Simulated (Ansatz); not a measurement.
Ansatz results at the PBE0-D4/def2-TZVP geometry: LUMO energy (PBE/def2-TZVPP) -4.05 eV; HOMO energy (B3LYP/def2-TZVPP) -7.26 eV; HOMO energy (PBE0/def2-TZVPP) -7.44 eV.

Each molecule was computed in one conformer, which needn't be the lowest.

**Question.** Which molecule gave them?
A. `B[Si](B)(C)[SiH3]`
B. `[CH]1=NC[CH2][GeH2]1`
C. `B[SiH](C)B[SiH3]`
D. `C[SiH]1[CH2][GeH2]1`

**Answer.** C. The others give `C[SiH]1[CH2][GeH2]1`: -0.74, -6.16, -6.35; `[CH]1=NC[CH2][GeH2]1`: -1.57, -6.66, -6.87; `B[Si](B)(C)[SiH3]`: -2.81, -6.98, -7.17.

B3LYP here is the variant with VWN-RPA as its local correlation; programs differ in this.
